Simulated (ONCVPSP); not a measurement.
# scandium (Sc), ONCV: configuration errors across variants

Sc, optimised norm-conserving Vanderbilt (ONCV), made with ONCVPSP 4.0.1 (LDA (Perdew-Wang 92), scalar-relativistic). Core [Ne], reference 3s2 3p6 3d1 4s1.75 4p0.25. Waves: 3s+4s: rc 1.50 bohr, ncon 4, nbas 9, qcut 8.2 1/bohr, 2 projectors; 3p+4p: rc 1.90 bohr, ncon 5, nbas 9, qcut 6.7 1/bohr, 2 projectors; 3d: rc 2.65 bohr, ncon 5, nbas 8, qcut 5.7 1/bohr, 2 projectors, debl 1.9 Ha. Local part: polynomial inside 1.30 bohr (lpopt 2, dvloc0 0 Ha). Core correction: polynomial model core, fcfact 0.55.

All-electron excitation energies from the reference (eV): (1) 3s2 3p6 3d1 4s2 4p0 -0.697; (2) 3s2 3p6 3d1 4s1 4p0 6.364; (3) 3s2 3p6 3d1 4s0 4p0 19.319; (4) 3s2 3p6 3d1 4s1.5 4p0 2.125.

Errors AE − PS in meV (a dash: test not solved or not reliable):

| change | (1) | (2) | (3) | (4) | bound ghosts | GHOST(+) flags above zero |
| --- | --- | --- | --- | --- | --- | --- |
| base | 0.0 | -0.2 | -1.7 | -0.1 | none | none |
| all radii but the core radius scaled by about 0.80 (s 1.20, p 1.52, d 2.12 bohr); local potential polynomial inside 1.04 bohr (lpopt 2, dvloc0 0 Ha) | 0.0 | -0.2 | -0.4 | -0.1 | none | none |
| all radii but the core radius scaled by about 0.85 (s 1.28, p 1.62, d 2.26 bohr); local potential polynomial inside 1.12 bohr (lpopt 2, dvloc0 0 Ha) | 0.0 | -0.2 | -0.5 | -0.1 | none | none |
| all radii but the core radius scaled by about 0.89 (s 1.34, p 1.70, d 2.36 bohr); local potential polynomial inside 1.16 bohr (lpopt 2, dvloc0 0 Ha) | 0.0 | -0.1 | -0.7 | -0.1 | none | none |
| all radii but the core radius scaled by about 1.04 (s 1.56, p 1.98, d 2.76 bohr); local potential polynomial inside 1.34 bohr (lpopt 2, dvloc0 0 Ha) | 0.0 | -0.3 | -2.3 | -0.1 | none | none |
| all radii but the core radius scaled by about 1.15 (s 1.72, p 2.18, d 3.04 bohr); local potential polynomial inside 1.50 bohr (lpopt 2, dvloc0 0 Ha) | 0.0 | -0.5 | -5.1 | -0.1 | none | none |
| all radii but the core radius scaled by about 1.20 (s 1.80, p 2.28, d 3.18 bohr); local potential polynomial inside 1.56 bohr (lpopt 2, dvloc0 0 Ha) | 0.0 | -0.7 | -7.0 | -0.1 | none | none |
| all radii but the core radius scaled by about 1.26 (s 1.90, p 2.40, d 3.34 bohr); local potential polynomial inside 1.64 bohr (lpopt 2, dvloc0 0 Ha) | 0.0 | -1.0 | -10 | -0.1 | none | none |
| all radii but the core radius scaled by about 1.34 (s 2.00, p 2.54, d 3.54 bohr); local potential polynomial inside 1.74 bohr (lpopt 2, dvloc0 0 Ha) | 0.0 | -1.4 | -15 | -0.2 | none | none |

Question: Give the same row for: all radii but the core radius scaled by about 1.09 (s 1.64, p 2.06, d 2.88 bohr); local potential polynomial inside 1.42 bohr (lpopt 2, dvloc0 0 Ha).

Answer: 0.0, -0.3, -3.4, -0.1; bound ghosts: none; GHOST(+) flags above zero: none.
